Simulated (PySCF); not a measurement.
ClGa, charge +1, doublet, at a GFN2-xTB geometry (such geometries of metal compounds can be far from the true shape) (a state made from the parent by changing its charge; the spin is typed, not shown lowest). Base run: M062X/3-21G run with PySCF.

Input for PySCF:
```python
from pyscf import gto, scf, dft

mol = gto.M(
    atom='''
Ga   -0.000000   -0.000000   -0.770799
Cl    0.000000    0.000000    1.405574
''',
    basis='3-21g',
    charge=1,
    spin=1,
    verbose=4,
    symmetry=True,
)

mf = dft.UKS(mol)
mf.xc = 'm062x'
mf.kernel()
mf.analyze()
```

Each row names what was changed in the base input (with any setting that the change needs).

```json
[
 {"change": "base", "ΔE vs base (eV)": "0.00", "point group used": "Coov", "SCF cycles": "10"},
 {"change": "symmetry_subgroup = C2v", "ΔE vs base (eV)": "0.00", "point group used": "C2v", "SCF cycles": "10"},
 {"change": "symmetry = off", "ΔE vs base (eV)": "0.00", "point group used": "C1", "SCF cycles": "10"}
]
```

Open shells are given as the SCF converged; they aren't shown to be the lowest states, and a large step between rows can be another state.
